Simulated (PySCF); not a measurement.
Isomers of C4H13NOSi3.

All values: PBE0/pcSseg-1 (PySCF) at GFN2-xTB geometries, gas phase, one conformer each.

Task: Rank by HOMO–LUMO gap, highest first.
A. `[NH2:1][C:2](=[O:3])[Si@@H:4]1[CH2:5][C@H:6]([CH2:7][SiH3:8])[SiH2:9]1` with H–N1–C2–O3 176° and 3°, N1–C2–Si4–C5 24°, C5–C6–C7–Si8 59°, C2–Si4–C5–C6 -137°, Si4–C5–C6–C7 147°, C5–C6–Si9–Si4 -16°, C2–Si4–Si9–C6 126°
B. `[CH2:1]=[C:2]([CH:3]=[O:4])[Si@:5]([NH2:6])([SiH3:7])[SiH2:8][CH3:9]` with C1–C2–C3–O4 177°, C1–C2–Si5–N6 -5°, C2–Si5–N6–H 61° and -165°, C2–Si5–Si8–C9 98°
C. `[CH:1]#[C:2][SiH2:3][O:4][Si:5]([CH3:6])([CH3:7])[NH:8][SiH3:9]` with C2–Si3–O4–Si5 -46°, Si3–O4–Si5–C6 60°, O4–Si5–N8–Si9 -178°

Result: C (6.73 eV), A (6.16 eV), B (4.80 eV).

Task: Rank by the lowest IAO charge on any atom, lowest value first.
A. `[CH2:1]=[C:2]([CH:3]=[O:4])[Si@:5]([NH2:6])([SiH3:7])[SiH2:8][CH3:9]` with C1–C2–C3–O4 177°, C1–C2–Si5–N6 -5°, C2–Si5–N6–H 61° and -165°, C2–Si5–Si8–C9 98°
B. `[CH3:1][CH2:2][SiH2:3][O:4][Si@@H:5]1[CH:6]=[CH:7][SiH2:8][NH:9]1` with C1–C2–Si3–O4 -62°, C2–Si3–O4–Si5 55°, Si3–O4–Si5–C6 43°
C. `[CH:1]#[C:2][SiH2:3][O:4][Si@:5]([CH3:6])([SiH3:7])[NH:8][CH3:9]` with C2–Si3–O4–Si5 -35°, Si3–O4–Si5–C6 -161°, O4–Si5–N8–C9 -178°
D. `[NH2:1][C:2](=[O:3])[Si@@H:4]1[CH2:5][C@H:6]([CH2:7][SiH3:8])[SiH2:9]1` with H–N1–C2–O3 176° and 3°, N1–C2–Si4–C5 24°, C5–C6–C7–Si8 59°, C2–Si4–C5–C6 -137°, Si4–C5–C6–C7 147°, C5–C6–Si9–Si4 -16°, C2–Si4–Si9–C6 126°

Result: B (-0.954 e), C (-0.874 e), A (-0.833 e), D (-0.534 e).

Task: Rank by the highest IAO charge on any atom, highest value first.
A. `[CH:1]#[C:2][SiH2:3][O:4][Si@:5]([CH3:6])([SiH3:7])[NH:8][CH3:9]` with C2–Si3–O4–Si5 -35°, Si3–O4–Si5–C6 -161°, O4–Si5–N8–C9 -178°
B. `[NH2:1][C:2](=[O:3])[Si@@H:4]1[CH2:5][C@H:6]([CH2:7][SiH3:8])[SiH2:9]1` with H–N1–C2–O3 176° and 3°, N1–C2–Si4–C5 24°, C5–C6–C7–Si8 59°, C2–Si4–C5–C6 -137°, Si4–C5–C6–C7 147°, C5–C6–Si9–Si4 -16°, C2–Si4–Si9–C6 126°
C. `[CH3:1][CH2:2][SiH2:3][O:4][Si@@H:5]1[CH:6]=[CH:7][SiH2:8][NH:9]1` with C1–C2–Si3–O4 -62°, C2–Si3–O4–Si5 55°, Si3–O4–Si5–C6 43°
D. `[CH2:1]=[C:2]([CH:3]=[O:4])[Si@:5]([NH2:6])([SiH3:7])[SiH2:8][CH3:9]` with C1–C2–C3–O4 177°, C1–C2–Si5–N6 -5°, C2–Si5–N6–H 61° and -165°, C2–Si5–Si8–C9 98°
E. `[CH:1]#[C:2][SiH2:3][O:4][Si:5]([CH3:6])([CH3:7])[NH:8][SiH3:9]` with C2–Si3–O4–Si5 -46°, Si3–O4–Si5–C6 60°, O4–Si5–N8–Si9 -178°

Result: E (+1.375 e), C (+1.212 e), A (+1.137 e), D (+0.611 e), B (+0.590 e).

All values together:

| SMILES | μ (D) | HOMO (eV) | LUMO (eV) | lowest IAO charge (e) | highest IAO charge (e) | lowest Hirshfeld charge (e) | highest Hirshfeld charge (e) |
| --- | --- | --- | --- | --- | --- | --- | --- |
| C#C[SiH2]O[Si](C)(C)N[SiH3] | 0.83 | -7.12 | -0.39 | -0.955 (N) | +1.375 (Si) | -0.337 (N) | +0.485 (Si) |
| NC(=O)[Si@@H]1C[C@H](C[SiH3])[SiH2]1 | 3.38 | -6.78 | -0.62 | -0.534 (C) | +0.590 (Si) | -0.292 (O) | +0.310 (Si) |
| C=C(C=O)[Si@](N)([SiH3])[SiH2]C | 3.08 | -6.85 | -2.05 | -0.833 (N) | +0.611 (Si) | -0.319 (N) | +0.238 (Si) |
| C#C[SiH2]O[Si@](C)([SiH3])NC | 1.41 | -6.54 | -0.45 | -0.874 (O) | +1.137 (Si) | -0.299 (O) | +0.426 (Si) |
| CC[SiH2]O[Si@@H]1C=C[SiH2]N1 | 1.13 | -7.43 | -0.76 | -0.954 (N) | +1.212 (Si) | -0.330 (N) | +0.438 (Si) |

Conformers: `[CH:1]#[C:2][SiH2:3][O:4][Si:5]([CH3:6])([CH3:7])[NH:8][SiH3:9]` with C2–Si3–O4–Si5 -46°, Si3–O4–Si5–C6 60°, O4–Si5–N8–Si9 -178°; `[NH2:1][C:2](=[O:3])[Si@@H:4]1[CH2:5][C@H:6]([CH2:7][SiH3:8])[SiH2:9]1` with H–N1–C2–O3 176° and 3°, N1–C2–Si4–C5 24°, C5–C6–C7–Si8 59°, C2–Si4–C5–C6 -137°, Si4–C5–C6–C7 147°, C5–C6–Si9–Si4 -16°, C2–Si4–Si9–C6 126°; `[CH2:1]=[C:2]([CH:3]=[O:4])[Si@:5]([NH2:6])([SiH3:7])[SiH2:8][CH3:9]` with C1–C2–C3–O4 177°, C1–C2–Si5–N6 -5°, C2–Si5–N6–H 61° and -165°, C2–Si5–Si8–C9 98°; `[CH:1]#[C:2][SiH2:3][O:4][Si@:5]([CH3:6])([SiH3:7])[NH:8][CH3:9]` with C2–Si3–O4–Si5 -35°, Si3–O4–Si5–C6 -161°, O4–Si5–N8–C9 -178°; `[CH3:1][CH2:2][SiH2:3][O:4][Si@@H:5]1[CH:6]=[CH:7][SiH2:8][NH:9]1` with C1–C2–Si3–O4 -62°, C2–Si3–O4–Si5 55°, Si3–O4–Si5–C6 43°.
